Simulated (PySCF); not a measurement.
# Atomic charges against the basis set

C6H8N2.
Cartesian coordinates in Å at the PBE0-D3(BJ)/def2-SVP level; atoms count from 1:
```xyz
16
C6H8N2 angstrom
C      2.3826    0.8228    0.3690
N      1.4597    0.1177   -0.4697
C      0.1383   -0.0477   -0.1478
C     -0.4765    0.6092    0.9300
C     -1.8339    0.3997    1.1566
C     -2.5456   -0.4568    0.3216
N     -1.9688   -1.0930   -0.6989
C     -0.6836   -0.8967   -0.9242
H      2.4871    0.3789    1.3789
H      3.3730    0.8269   -0.1052
H      2.0796    1.8756    0.4978
H      1.8440   -0.5576   -1.1151
H      0.0947    1.2724    1.5819
H     -2.3354    0.9010    1.9877
H     -3.6136   -0.6391    0.4803
H     -0.2389   -1.4338   -1.7739
```

PBE0 throughout (PySCF), one geometry, spherical d and f functions. Isolated species at its PBE0-D3(BJ)/def2-SVP geometry (one conformer only). The first 7 of 14 kinds of atom are listed.

Mulliken charges (e):

```csv
basis,functions,C1,N2,C3,C4,C5,C6,N7
STO-3G,48,-0.143,-0.308,+0.082,-0.105,-0.088,-0.017,-0.237
pcSseg-0,88,-0.389,-0.789,+0.064,-0.147,-0.311,+0.088,-0.656
6-31G,88,-0.318,-0.753,+0.307,-0.143,-0.188,-0.027,-0.395
6-31G*,128,-0.378,-0.680,+0.327,-0.187,-0.195,-0.023,-0.382
cc-pVDZ,152,+0.010,-0.245,+0.022,+0.012,-0.059,+0.085,-0.213
def2-SVP,152,+0.044,-0.248,+0.049,-0.027,-0.057,+0.027,-0.156
pcSseg-1,176,-0.096,-0.549,+0.069,-0.067,-0.166,+0.117,-0.409
aug-cc-pVDZ,256,+0.805,-0.396,+0.967,+0.977,+0.825,+0.118,-0.387
"6-311+G(2d,p)",264,-0.354,-0.320,+0.369,+0.284,-0.234,-0.074,-0.300
def2-TZVP,296,-0.304,-0.272,+0.269,-0.264,-0.085,-0.091,-0.199
```

IAO charges (e):

```
        basis  functions      C1      N2      C3      C4      C5      C6      N7
       STO-3G         48  -0.313  -0.243  +0.045  -0.166  -0.148  -0.088  -0.176
     pcSseg-0         88  -0.314  -0.307  +0.076  -0.192  -0.166  -0.069  -0.245
        6-31G         88  -0.331  -0.322  +0.086  -0.194  -0.164  -0.073  -0.249
       6-31G*        128  -0.303  -0.330  +0.093  -0.187  -0.161  -0.050  -0.263
      cc-pVDZ        152  -0.302  -0.325  +0.093  -0.193  -0.163  -0.054  -0.257
     def2-SVP        152  -0.293  -0.317  +0.090  -0.190  -0.160  -0.051  -0.256
     pcSseg-1        176  -0.300  -0.330  +0.089  -0.194  -0.166  -0.054  -0.265
  aug-cc-pVDZ        256  -0.311  -0.342  +0.093  -0.196  -0.169  -0.054  -0.270
6-311+G(2d,p)        264  -0.312  -0.343  +0.093  -0.195  -0.168  -0.053  -0.272
    def2-TZVP        296  -0.311  -0.341  +0.094  -0.195  -0.168  -0.053  -0.270
```

Question: Which scheme is steadiest as the basis changes?

Answer: Largest range over the bases for any column: IAO 0.10 e, Mulliken 1.24 e. IAO charges move least and Mulliken charges most, counted in e. Without the minimal STO-3G basis the ranges are IAO 0.04, Mulliken 1.24 e.

Question: How much do the charges still move between the two largest bases, 6-311+G(2d,p) and def2-TZVP?

Answer: At most, over all atoms: Mulliken 0.548 e, IAO 0.003 e.

Question: What do the same runs give for the total energy, the frontier levels and the dipole moment?

Answer: 
```json
{"basis": "STO-3G", "energy (Eh)": "-338.3012", "HOMO (eV)": "-3.81", "LUMO (eV)": "2.66", "μ (D)": "3.57"}
{"basis": "pcSseg-0", "energy (Eh)": "-341.7626", "HOMO (eV)": "-5.99", "LUMO (eV)": "-0.35", "μ (D)": "4.06"}
{"basis": "6-31G", "energy (Eh)": "-342.4450", "HOMO (eV)": "-5.74", "LUMO (eV)": "-0.09", "μ (D)": "3.90"}
{"basis": "6-31G*", "energy (Eh)": "-342.5372", "HOMO (eV)": "-5.67", "LUMO (eV)": "-0.06", "μ (D)": "3.56"}
{"basis": "cc-pVDZ", "energy (Eh)": "-342.5676", "HOMO (eV)": "-5.75", "LUMO (eV)": "-0.21", "μ (D)": "3.53"}
{"basis": "def2-SVP", "energy (Eh)": "-342.3004", "HOMO (eV)": "-5.86", "LUMO (eV)": "-0.31", "μ (D)": "3.63"}
{"basis": "pcSseg-1", "energy (Eh)": "-342.5013", "HOMO (eV)": "-5.95", "LUMO (eV)": "-0.45", "μ (D)": "3.73"}
{"basis": "aug-cc-pVDZ", "energy (Eh)": "-342.5873", "HOMO (eV)": "-5.94", "LUMO (eV)": "-0.55", "μ (D)": "3.65"}
{"basis": "6-311+G(2d,p)", "energy (Eh)": "-342.6375", "HOMO (eV)": "-5.95", "LUMO (eV)": "-0.55", "μ (D)": "3.67"}
{"basis": "def2-TZVP", "energy (Eh)": "-342.6655", "HOMO (eV)": "-5.92", "LUMO (eV)": "-0.48", "μ (D)": "3.60"}
```

The dipole is fixed by the density alone, so its range of 0.53 D shows that the density itself changes with the basis, not only its division among atoms.
